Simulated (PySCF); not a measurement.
Vertical excitations of a molecule Cl₂H₄OSi₂ from TDA-PBE0/def2-SVPD in PySCF 2.14.0, as energy in eV (oscillator strength): 7.60 (0.001), 7.81 (0.003), 8.03 (0.018), 8.12 (0.001), 8.27 (0.004), 8.31 (0.007), 8.34 (0.062), 8.43 (0.006), 8.49 (0.033), 8.53 (0.087). Lowest triplet (TDA): 7.16 eV. Geometry optimised at ωB97X-D3(BJ)/def2-SVP. Other conformers were not sampled.

Which molecule gave these data?
(A) [SiH3]O[SiH](Cl)Cl
(B) Cl[SiH2]O[SiH2]Cl
(C) O[Si]([SiH3])(Cl)Cl
(D) O[SiH2][SiH](Cl)Cl

A, [SiH3]O[SiH](Cl)Cl
